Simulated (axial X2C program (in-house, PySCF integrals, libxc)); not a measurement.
Results of a calculation; reference values are marked as such.
# CoGe: input and output

Program: an in-house relativistic program for diatomic molecules.

Input file and command:
```json
{"zs": [32, 27], "q": 0, "bas": ["dyall-cv3z", "dyall-cv3z"], "levels": ["PBE0", "HF", "B3LYP"], "cc": true, "r0": 2.32, "thr": -1.0, "nmax": 90, "npts": 10, "nst": 2, "ntry": 6}
```
```bash
python so2c.py task.json out
```

Keys: zs atomic numbers; q charge; bas basis sets; levels methods; cc coupled cluster on or off; r0 starting distance in Å; thr threshold in hartree for freezing inner shells (an s shell follows its p shell); nmax most natural virtual spinors; npts points on the curve; nst determinants followed; ntry starts of the search. HF also brings MP2.

Output of the B3LYP step, scalar-relativistic, at R = 2.334 Å for the state M_S = 1/2, Λ = 3. It starts from PBE0 orbitals of this distance.

```
spin-free X2C-1e  B3LYP
basis functions 216  fitting functions 1213  grid points 5804
iter        total energy     max residual
   1      -3492.234065881     3.77e-02
   2      -3492.236175776     4.25e-03
   3      -3492.233791435     1.62e-02
   4      -3492.236391520     8.90e-03
   5      -3492.236628239     3.72e-03
   6      -3492.236732558     1.45e-03
   7      -3492.236777246     7.98e-04
   8      -3492.236799407     6.75e-04
   9      -3492.236804220     8.76e-05
  10      -3492.236804460     4.23e-05
  11      -3492.236804534     4.94e-05
  12      -3492.236804553     5.13e-06
  13      -3492.236804554     4.40e-06
converged
one-electron -5244.77030103  Coulomb 1696.95992316  exact exchange -27.39457425  xc functional -112.92264517  nuclear repulsion 195.89079273
```
Energies are in hartree; totals compare only within one Hamiltonian and basis. The determinant is spin-polarised beyond a pure state at some levels (its spin-free form has ⟨S²⟩ too high), which makes Re and μ there less reliable.
